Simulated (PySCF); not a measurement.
C5H8F3PS.
Numbering: `[CH3:1][CH2:2][CH2:3][P@H:4](=[S:5])[C:6]([F:7])=[C:8]([F:9])[F:10]` (hydrogens: H11, H12, H13 on C1; H14, H15 on C2; H16, H17 on C3; H18 on P4)

The same species was optimised twice, with GFN2-xTB and with PBE0-D3(BJ)/def2-SVP (PySCF), and the same property calculations (PySCF, gas phase) were run on both structures.

| coordinate | GFN2-xTB | PBE0-D3(BJ)/def2-SVP | change |
| --- | --- | --- | --- |
| C8–F10 (Å) | 1.326 | 1.307 | -0.019 |
| P4–C6 (Å) | 1.839 | 1.821 | -0.018 |
| C8–F9 (Å) | 1.318 | 1.301 | -0.017 |
| P4=S5 (Å) | 1.926 | 1.940 | +0.014 |
| C3–P4 (Å) | 1.838 | 1.830 | -0.008 |
| C6=C8 (Å) | 1.328 | 1.336 | +0.008 |
| C6–F7 (Å) | 1.342 | 1.336 | -0.006 |
| C1–C2 (Å) | 1.521 | 1.520 | -0.001 |
| C2–C3 (Å) | 1.524 | 1.523 | -0.001 |
| S5–P4–C6 (°) | 112.9 | 116.6 | +3.7 |
| C6–C8–F9 (°) | 127.9 | 124.7 | -3.2 |
| P4–C6–C8 (°) | 122.3 | 125.0 | +2.7 |
| C2–C3–P4 (°) | 110.3 | 113.1 | +2.8 |
| C1–C2–C3 (°) | 111.1 | 113.7 | +2.6 |
| C6–C8–F10 (°) | 120.7 | 123.1 | +2.4 |
| F7–C6–C8 (°) | 120.8 | 118.9 | -1.9 |
| C3–P4–S5 (°) | 118.2 | 116.3 | -1.9 |
| C1–C2–C3–P4 (°) | -61 | -64 | -3 |
| C2–C3–P4–S5 (°) | -48 | -44 | +4 |
| C3–P4–C6–F7 (°) | 43 | 49 | +6 |

Rotational constants: A = 1548, B = 537.2, C = 505.2 MHz (GFN2-xTB) against A = 1515, B = 521.4, C = 496.3 MHz (PBE0-D3(BJ)/def2-SVP). Point groups within 0.08 Å: C1 and C1. Atoms that the bonding makes alike are paired by their places after alignment.

On the GFN2-xTB structure: HOMO (eV) -6.92 [PBE0/pcSseg-1]; LUMO (eV) -0.65 [PBE0/pcSseg-1]; dipole (D) 3.91 [PBE0/pcSseg-1]; GIAO shielding of C1 (ppm) 171.0 [PBE0/pcSseg-1]; GIAO shielding of C2 (ppm) 169.0 [PBE0/pcSseg-1]; GIAO shielding of C3 (ppm) 152.5 [PBE0/pcSseg-1]; GIAO shielding of P4 (ppm) 335.2 [PBE0/pcSseg-1]; GIAO shielding of S5 (ppm) 783.1 [PBE0/pcSseg-1]; GIAO shielding of C6 (ppm) 47.9 [PBE0/pcSseg-1]; GIAO shielding of F7 (ppm) 385.1 [PBE0/pcSseg-1]; GIAO shielding of C8 (ppm) 17.3 [PBE0/pcSseg-1].

What do these properties become on the PBE0-D3(BJ)/def2-SVP structure?

```json
{"property": "HOMO (eV)", "level": "PBE0/pcSseg-1", "on GFN2-xTB": "-6.92", "on PBE0-D3(BJ)/def2-SVP": "-6.84", "change": "+0.08"}
{"property": "LUMO (eV)", "level": "PBE0/pcSseg-1", "on GFN2-xTB": "-0.65", "on PBE0-D3(BJ)/def2-SVP": "-0.72", "change": "-0.07"}
{"property": "dipole (D)", "level": "PBE0/pcSseg-1", "on GFN2-xTB": "3.91", "on PBE0-D3(BJ)/def2-SVP": "3.94", "change": "+0.03"}
{"property": "energy, GFN2-xTB geometry as zero (kcal/mol)", "level": "PBE0/pcSseg-1", "on GFN2-xTB": "0.0", "on PBE0-D3(BJ)/def2-SVP": "-2.5", "change": "-2.5"}
{"property": "GIAO shielding of C1 (ppm)", "level": "PBE0/pcSseg-1", "on GFN2-xTB": "171.0", "on PBE0-D3(BJ)/def2-SVP": "170.7", "change": "-0.3"}
{"property": "GIAO shielding of C2 (ppm)", "level": "PBE0/pcSseg-1", "on GFN2-xTB": "169.0", "on PBE0-D3(BJ)/def2-SVP": "167.9", "change": "-1.1"}
{"property": "GIAO shielding of C3 (ppm)", "level": "PBE0/pcSseg-1", "on GFN2-xTB": "152.5", "on PBE0-D3(BJ)/def2-SVP": "152.7", "change": "+0.2"}
{"property": "GIAO shielding of P4 (ppm)", "level": "PBE0/pcSseg-1", "on GFN2-xTB": "335.2", "on PBE0-D3(BJ)/def2-SVP": "334.4", "change": "-0.8"}
{"property": "GIAO shielding of S5 (ppm)", "level": "PBE0/pcSseg-1", "on GFN2-xTB": "783.1", "on PBE0-D3(BJ)/def2-SVP": "772.1", "change": "-11.0"}
{"property": "GIAO shielding of C6 (ppm)", "level": "PBE0/pcSseg-1", "on GFN2-xTB": "47.9", "on PBE0-D3(BJ)/def2-SVP": "51.8", "change": "+3.9"}
{"property": "GIAO shielding of F7 (ppm)", "level": "PBE0/pcSseg-1", "on GFN2-xTB": "385.1", "on PBE0-D3(BJ)/def2-SVP": "391.2", "change": "+6.1"}
{"property": "GIAO shielding of C8 (ppm)", "level": "PBE0/pcSseg-1", "on GFN2-xTB": "17.3", "on PBE0-D3(BJ)/def2-SVP": "18.7", "change": "+1.4"}
```

The heavy atoms differ by 0.123 Å rms after alignment. Among bonds between heavy atoms P4–C6 and C8–F10 change most and about equally (-0.019 to -0.018 Å). Changes are differences of the printed values. Neither structure is proved a minimum here.

Conformer computed: `[CH3:1][CH2:2][CH2:3][P@H:4](=[S:5])[C:6]([F:7])=[C:8]([F:9])[F:10]`: C1–C2–C3–P4 -64°, C2–C3–P4–S5 -44°, C3–P4–C6–F7 49°.
